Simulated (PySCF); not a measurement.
Isomers of C5H7BO2. Method used: PBE0-D3(BJ)/def2-SVP geometry optimisation, gas phase in PySCF 2.14.0. One conformer each; no zero-point energy, no entropy. No frequencies were run at this level. Point groups hold within 0.08 Å.

Task: Rank from lowest to highest electronic energy at this level (kJ/mol).
A. `CC#CB1OCCO1`
B. `[OH:1][B:2]([OH:3])[C:4]1=[CH:5][CH2:6][CH:7]=[CH:8]1` with H–O1–B2–O3 1°, O1–B2–O3–H 1°
C. `[CH2:1]=[CH:2][B@@H-:3]1[O:4][CH:5]=[CH:6][CH:7]=[O+:8]1` with C1–C2–B3–O4 122°, C2–B3–O4–C5 -88°, B3–O4–C5–C6 -12°, C5–C6–C7–O8 10°, C2–B3–O8–C7 86°
D. `[CH3:1]/[CH:2]=[CH:3]\[C:4]#[C:5][B:6]([OH:7])[OH:8]` with C5–B6–O7–H 0°, C5–B6–O8–H 180°
E. `[CH3:1]/[CH:2]=[CH:3]/[C:4]#[C:5][B:6]([OH:7])[OH:8]` with C5–B6–O7–H 180°, C5–B6–O8–H -179°

Result: B (0.0), D (106.3), A (125.4), E (129.3), C (210.4).

As drawn, the lowest has an O–H bond, which the highest lacks. Neighbours under 10 kJ/mol apart (CC#CB1OCCO1 and C/C=C/C#CB(O)O) can change places with a better method, another conformer or zero-point energy. C/C=C\C#CB(O)O and C/C=C/C#CB(O)O are stereoisomers, 23.0 kJ/mol apart in the conformers taken.

| SMILES | E (Eh) | E rel (kJ/mol) | dipole (D) | point group | A, B, C (MHz) |
| --- | --- | --- | --- | --- | --- |
| OB(O)C1=CCC=C1 | -369.44142 | 0.0 | 2.18 | – | 4613, 1401, 1082 |
| C/C=C\C#CB(O)O | -369.40095 | 106.3 | 1.37 | C1 | 4897, 812.5, 701.4 |
| CC#CB1OCCO1 | -369.39366 | 125.4 | 0.72 | Cs | 7421, 932.2, 841.3 |
| C/C=C/C#CB(O)O | -369.39216 | 129.3 | 1.36 | C1 | 7723, 634.6, 591.9 |
| C=C[B@@H-]1OC=CC=[O+]1 | -369.36127 | 210.4 | 4.35 | C1 | 3324, 1959, 1635 |

Task: How do the relative energies change in single points at PBE0/pcSseg-1 (no added dispersion term) on the same geometries?

Result: 
| SMILES | PBE0-D3(BJ)/def2-SVP (kJ/mol) | PBE0/pcSseg-1 (kJ/mol) | shift |
| --- | --- | --- | --- |
| OB(O)C1=CCC=C1 | 0.0 | 0.0 | 0.0 |
| C/C=C\C#CB(O)O | 106.3 | 94.6 | -11.7 |
| CC#CB1OCCO1 | 125.4 | 117.9 | -7.5 |
| C/C=C/C#CB(O)O | 129.3 | 117.2 | -12.1 |
| C=C[B@@H-]1OC=CC=[O+]1 | 210.4 | 214.3 | +3.9 |

Each column counts from its own lowest isomer. The lowest isomer stays, but the order above it changes; the largest shift is 12.1 kJ/mol.
